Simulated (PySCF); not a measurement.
CH₃GeNO, SMILES O=C=[N][GeH3].

Geometry: B3LYP-D3(BJ)/def2-SVP.

Calculation: TDA-LC-ωPBE/def2-SVPD in PySCF.

Vertical excitations. Gas-phase values at a fixed geometry. State labels are in the subgroup Cs.

```json
[
 {"state": "S1", "symmetry": "A\"", "energy (eV)": "7.33", "λ (nm)": "169", "f": "0.000", "main pairs": "HOMO→LUMO+2 39 %, HOMO→LUMO+6 19 %, HOMO→LUMO 8 %, HOMO−1→LUMO+3 6 %"},
 {"state": "S2", "symmetry": "A'", "energy (eV)": "7.62", "λ (nm)": "163", "f": "0.005", "main pairs": "HOMO−1→LUMO+2 24 %, HOMO→LUMO+3 21 %, HOMO→LUMO+5 16 %, HOMO−1→LUMO+6 12 %"},
 {"state": "S3", "symmetry": "A\"", "energy (eV)": "7.66", "λ (nm)": "162", "f": "0.002", "main pairs": "HOMO−1→LUMO+3 42 %, HOMO−1→LUMO+5 29 %, HOMO−1→LUMO+11 8 %, HOMO→LUMO+2 7 %"},
 {"state": "S4", "symmetry": "A\"", "energy (eV)": "7.79", "λ (nm)": "159", "f": "0.001", "main pairs": "HOMO→LUMO+1 72 %, HOMO→LUMO 15 %"},
 {"state": "S5", "symmetry": "A'", "energy (eV)": "7.82", "λ (nm)": "159", "f": "0.002", "main pairs": "HOMO−1→LUMO+1 70 %, HOMO−1→LUMO 16 %"},
 {"state": "S6", "symmetry": "A'", "energy (eV)": "8.64", "λ (nm)": "143", "f": "0.040", "main pairs": "HOMO−1→LUMO 58 %, HOMO−1→LUMO+1 10 %"},
 {"state": "S7", "symmetry": "A\"", "energy (eV)": "8.65", "λ (nm)": "143", "f": "0.040", "main pairs": "HOMO→LUMO 52 %, HOMO→LUMO+2 13 %, HOMO→LUMO+1 9 %, HOMO−3→LUMO+1 8 %"},
 {"state": "S8", "symmetry": "A\"", "energy (eV)": "9.09", "λ (nm)": "136", "f": "0.044", "main pairs": "HOMO→LUMO+4 56 %, HOMO−3→LUMO+1 18 %, HOMO→LUMO 10 %"},
 {"state": "S9", "symmetry": "A'", "energy (eV)": "9.13", "λ (nm)": "136", "f": "0.036", "main pairs": "HOMO−1→LUMO+4 54 %, HOMO−2→LUMO+1 24 %"},
 {"state": "S10", "symmetry": "A\"", "energy (eV)": "9.34", "λ (nm)": "133", "f": "0.003", "main pairs": "HOMO−1→LUMO+3 23 %, HOMO−1→LUMO+5 16 %, HOMO−2→LUMO+3 13 %, HOMO→LUMO+2 11 %"},
 {"state": "T1", "symmetry": "A'", "energy (eV)": "6.57", "λ (nm)": "189", "f": "0", "main pairs": "HOMO−1→LUMO+2 28 %, HOMO−1→LUMO+6 18 %, HOMO→LUMO+5 10 %, HOMO→LUMO+3 10 %"},
 {"state": "T2", "symmetry": "A\"", "energy (eV)": "6.90", "λ (nm)": "180", "f": "0", "main pairs": "HOMO→LUMO+2 30 %, HOMO→LUMO+6 17 %, HOMO−1→LUMO+3 10 %, HOMO−1→LUMO+5 10 %"},
 {"state": "T3", "symmetry": "A'", "energy (eV)": "6.90", "λ (nm)": "180", "f": "0", "main pairs": "HOMO→LUMO+3 30 %, HOMO→LUMO+5 25 %, HOMO−1→LUMO+2 11 %, HOMO→LUMO+11 8 %"},
 {"state": "T4", "symmetry": "A\"", "energy (eV)": "7.36", "λ (nm)": "168", "f": "0", "main pairs": "HOMO−1→LUMO+3 29 %, HOMO→LUMO+1 22 %, HOMO−1→LUMO+5 20 %, HOMO→LUMO+2 6 %"}
]
```
Triplets are in the Tamm–Dancoff approximation.
